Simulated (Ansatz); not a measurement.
System: C₂O₂Ru, net charge 0, triplet state. The spin state was set by rule; other spins were not relaxed. SMILES: [C-](#[O+])->[Ru]<-[C-]#[O+]
Structure (B3LYP-D3(BJ)/def2-TZVP (Ansatz, an electronic-structure program) minimum search):
```xyz
5

Ru    -0.0949    -0.4481    -0.4572
O      0.0075     2.5676    -0.5587
C     -0.0510     1.4221    -0.6364
O      0.3984    -0.6509     2.5144
C      0.2057    -0.6916     1.3818
```
Charge 0, spin multiplicity 3.

Computed values are from Ansatz. Correlated levels leave the core frozen unless marked. Open shells are spin-unrestricted. Spin-orbit coupling is left out. The frozen core is the preceding noble-gas configuration, with the filled d and f shells of earlier blocks. Past Kr the def2 sets carry scalar-relativistic core potentials. CBS marks a two-point X^-3 extrapolation of the correlation energy; Hartree-Fock from the larger set. [CCSD(T)-MP2]/basis is that difference in the basis named.

```
Property                                                                                     Result
---------------------  ----------------------------------------------------------------------------
atomisation energy De  599.7 kcal/mol at RI-MP2/CBS(def2-TZVPP,def2-QZVPP)+[CCSD(T)-MP2]/def2-TZVPP
total energy             -320.8916 Eh at RI-MP2/CBS(def2-TZVPP,def2-QZVPP)+[CCSD(T)-MP2]/def2-TZVPP
dipole moment                                                           3.39 D at CCSD(T)/def2-SVPD
T1 diagnostic                                                              0.029 at CCSD/def2-TZVPP
```
